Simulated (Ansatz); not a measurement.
`[CH3][Nb](=[NH])([F])[F]` and `[CH3][V](=[NH])([F])[F]` differ in one element.

Ansatz, PBE0-D4/def2-TZVP geometries, multiplicity 1. Each molecule was computed in one conformer, which needn't be the lowest.

Elements past krypton have def2 core potentials. Scalar relativity is left out up to krypton.

| property | `[CH3][Nb](=[NH])([F])[F]` |
| --- | --- |
| size of the dipole moment (PBE/def2-TZVPP) / D | 1.21 |
| HOMO energy (ωB97M-V/def2-TZVPP) / eV | -10.68 |
| HOMO–LUMO gap (PBE0/def2-TZVPP) / eV | 6.68 |
| HOMO–LUMO gap (PBE/def2-TZVPP) / eV | 4.36 |
| size of the dipole moment (ωB97M-V/def2-TZVPP) / D | 1.23 |
| HOMO–LUMO gap (ωB97M-V/def2-TZVPP) / eV | 11.20 |

Problem. Give the same properties after the change, and the shifts. (Estimate.)

Solution. The calculation gave: 
| property | `[CH3][V](=[NH])([F])[F]` | shift |
| --- | --- | --- |
| size of the dipole moment (PBE/def2-TZVPP) / D | 1.92 | 0.71 |
| HOMO energy (ωB97M-V/def2-TZVPP) / eV | -11.22 | -0.54 |
| HOMO–LUMO gap (PBE0/def2-TZVPP) / eV | 6.09 | -0.59 |
| HOMO–LUMO gap (PBE/def2-TZVPP) / eV | 3.47 | -0.89 |
| size of the dipole moment (ωB97M-V/def2-TZVPP) / D | 2.23 | 1.00 |
| HOMO–LUMO gap (ωB97M-V/def2-TZVPP) / eV | 10.88 | -0.32 |

With PBE0 the HOMO falls by 0.47 eV and the LUMO falls by 1.05 eV, so the gap narrows by about 0.58 eV. PBE moves the HOMO by -0.39 eV and ωB97M-V by -0.54 eV. Dipoles are sizes alone; their direction can turn.
